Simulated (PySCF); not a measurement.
# Calculated NMR parameters of C=C(F)[Si@@H]1CC[C@@H]1N(C)C

```yaml
Formula: C7H14FNSi
SMILES: C=C(F)[Si@@H]1CC[C@@H]1N(C)C
Point_group_of_the_computed_structure: C1
Degrees_of_unsaturation: 2
Carbon_signals: 6
Proton_signals: 9
```

Atom-mapped SMILES (the numbers label the heavy atoms): `[CH2:1]=[C:2]([F:3])[Si@@H:4]1[CH2:5][CH2:6][C@@H:7]1[N:8]([CH3:9])[CH3:10]`; H(Xn) means a hydrogen on atom n. Ha(C5), Ha(C6) are cis to C2 on the ring; Ha(C1) is cis to F3; Hb(C5), Hb(C6) are trans to C2 on the ring; Hb(C1) is trans to F3.

Computational details: geometry: GFN2-xTB, shieldings: GIAO PBE0/pcSseg-1, in PySCF (averaged over atoms made equivalent by symmetry, fast rotation or ring inversion, single conformer, non-relativistic Hamiltonian, no solvent model).

δ = σ(ref) − σ, references computed at the same level: $^{1}$H (31.72 ppm) and $^{13}$C (186.93 ppm) and $^{29}$Si (349.16 ppm) vs TMS; CFCl3 for $^{19}$F (170.95 ppm); NH3 for $^{15}$N (267.73 ppm).

```tsv
carbon	δC, type	δH (multiplicity)	HMBC from (2–3 bonds)	span of the C tensor (ppm)
C1	116.3, CH2	Hb(C1) 5.22 (m); Ha(C1) 5.81 (m)	H(Si4)	206
C2	182.3, C	–	Ha(C1), Hb(C1), H(Si4), H(C7), Ha(C5), Hb(C5)	176
C5	5.7, CH2	Ha(C5) 1.51 (m); Hb(C5) 1.31 (m)	H(Si4), Hb(C6), H(C7), Ha(C6)	30
C6	30.9, CH2	Hb(C6) 2.47 (m); Ha(C6) 2.28 (m)	H(Si4), H(C7), Ha(C5), Hb(C5)	34
C7	64.3, CH	2.32 (m)	H(Si4), Hb(C6), Ha(C6), H(C9)/H(C10), Ha(C5), Hb(C5)	68
C9/C10	46.3, CH3	2.10 (s)	H(C7), H(C9)/H(C10)	72
```

Other nuclei:
```tsv
atoms	nucleus	environment	δ (ppm)	σ (ppm)
H(Si4)	$^{1}$H	hydrogen on a silicon bonded to 3 C, in a 4-membered ring	5.03	26.69
F3	$^{19}$F	vinylic fluorine	-91.1	262.0
Si4	$^{29}$Si	silicon bonded to 3 C, H, in a 4-membered ring	-16.0	365.2
N8	$^{15}$N	amine nitrogen	53.4	214.3
```

1. Carbon types of the structure: 1 × C, 1 × CH, 3 × CH2, 2 × CH3, leaving 1 H on heteroatoms.
2. δC 182.3: fully substituted alkene carbon.
3. δC 116.3: terminal =CH2 carbon; the olefinic region.
4. δC 64.3: sp3 CH bonded to N and Si; deshielded by the electronegative neighbour.
5. δH 5.81, 5.22: hydrogen on a terminal =CH2 carbon; attached to an sp2 carbon and in the plane of the double bond.
6. δH 2.32: hydrogen on an sp3 CH bonded to N and Si; its carbon carries N, hence the downfield position.

Splittings by $^{19}$F in the carbon and heteronuclear signals aren't shown, as no couplings were computed. Shifts are as computed. Against solution values, carbons near 30 ppm lie about +3 ppm off and those near 130 ppm about +5 ppm. Of 1211 compounds with measured shifts, 218 miss one by over three times the rms of a fit or turn the order of signals round; such compounds aren't used in these exercises. Unscaled 19F shifts against computed CFCl3 carry errors that often reach 10 to 50 ppm. Experimental scales use liquid or dissolved standards, which lie at an offset from isolated NH3 (liquid NH3: subtract about 20 ppm). No couplings were computed; multiplicities are counted from neighbouring protons, with m where these are inequivalent, close in shift, in a saturated or five-membered ring or joined by F or P, and br s for small geminal =CH2 splittings.
